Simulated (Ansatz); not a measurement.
One geometry of FH2InS2, SMILES `[F][In]([SH])[SH]`, several functionals.

```yaml
crystal:
  periodic: [false, false, false]
  atoms:
    - {symbol: F, position_ang: [-1.445956, 1.087689, 0.430010]}
    - {symbol: In, position_ang: [0.070490, -0.053097, -0.020924]}
    - {symbol: S, position_ang: [2.095329, 0.598411, 0.990770]}
    - {symbol: S, position_ang: [-0.461407, -1.827139, -1.476197]}
    - {symbol: H, position_ang: [1.490292, 1.633527, 1.601042]}
    - {symbol: H, position_ang: [-1.748748, -1.439391, -1.524712]}
basis:
  gaussian: {orbitals: def2-TZVPP}
hamiltonian: {xc: {name: B2PLYP}}
```

```sh
$ ansatz run in.yaml --threads 2 --pin off --events-out ev --progress --plain --max-ram 20480MiB --backend cpu
```

It prints (some lines left out):

```
Functional definition: B2PLYP
  name "B2PLYP"
  cite "Grimme, J. Chem. Phys. 124, 034108 (2006) doi:10.1063/1.2148954"
  cite "Becke, Phys. Rev. A 38, 3098 (1988) doi:10.1103/PhysRevA.38.3098"
  cite "Lee, Yang & Parr, Phys. Rev. B 37, 785 (1988) doi:10.1103/PhysRevB.37.785"
  parameter a = 0.53
  parameter c = 0.27
  exchange = (1 - a)*b88_x + a*exact_x
  correlation = (1 - c)*lyp_c + c*(mp2_os + mp2_ss)
1320 factors; integrals over basis functions are off by at most 1.1e-3 eV
mean field evaluation 1: about -29573.6307 eV, gradient 4.3e1 eV
mean field evaluation 2: about -29573.6768 eV, gradient 4.3e1 eV
mean field evaluation 4: about -29576.8635 eV, gradient 4.8e0 eV
mean field evaluation 8: about -29576.9235 eV, gradient 4.0e-1 eV
mean field evaluation 16: about -29576.9240 eV, gradient 1.6e-4 eV
mean field -29576.92397542 eV, -1086.9319081377 hartree, gradient 4.4e-6 eV, S^2 0.000000; 0 other end points of the search recorded, 0 dependent functions left out
15 core orbitals not correlated: weight in the atoms' cores, before any rotation towards them, 1.000 or more for the frozen orbitals, at most 0.000 for the correlated occupied ones
reference -29576.92414427 eV, -1086.9319143426 hartree; 17, 17 occupied and 161, 161 virtual orbitals, 1320 factors
second order -29.22610834 eV of doubles, -0.00000000 eV of singles
Total energy: -29584.81519352 eV, -1087.2219050539 hartree
```

Run time 6 s (2 threads of an AMD EPYC 7R13 on a shared host); peak host memory 0.47 GiB.

Changing it to `hamiltonian: {xc: {name: wB97M-V}}` and forces (abridged; 13 s):

```
Functional definition: wB97M-V
mean field evaluation 16: about -29595.6571 eV, gradient 6.8e-5 eV
mean field -29595.65714466 eV, -1087.6203394093 hartree, gradient 6.8e-5 eV, S^2 0.000000
Total energy: -29595.65720983 eV, -1087.6203418041 hartree
Atom 0 force    -0.006087     0.004270     0.001549 eV/Å
Atom 1 force     0.042838    -0.032085    -0.012653 eV/Å
Atom 2 force    -0.094437     0.055583     0.016628 eV/Å
Atom 3 force    -0.076300     0.072777     0.034013 eV/Å
Atom 4 force     0.042250    -0.073880    -0.043787 eV/Å
Atom 5 force     0.091736    -0.026665     0.004251 eV/Å
Dipole moment:     0.151397    -0.114166    -0.045259 e Å
```
